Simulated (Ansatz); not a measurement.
```csv
atom,x (Å),y (Å),z (Å)
Li,-0.8556,-0.8541,-0.8550
F,-0.9488,-0.9504,0.9495
F,-0.9487,0.9481,-0.9490
Li,-0.8556,0.8556,0.8546
F,0.9491,-0.9493,-0.9481
Li,0.8545,-0.8549,0.8547
Li,0.8553,0.8563,-0.8563
F,0.9498,0.9486,0.9497
```

Basis set: cc-pVDZ (spherical functions). Left uncorrelated: 4 orbitals. Charge 0, multiplicity 1.

Computed with Ansatz (development build ahead of 0.2.0); each method stands on the lowest determinant of its kind that the runs found. Restricted open shells among the atoms or ions are ROHF, correlated in semicanonical orbitals with singles.

Task: Give the atomization energy at this shape (free ground-state atoms in the same class of orbitals less the molecule, no zero-point energy) of singlet Li₄F₄ by RHF-MP2, RHF.

Result:

```json
{"method": "RHF-MP2", "atomization energy": "31.17 eV"}
{"method": "RHF", "atomization energy": "24.13 eV"}
```
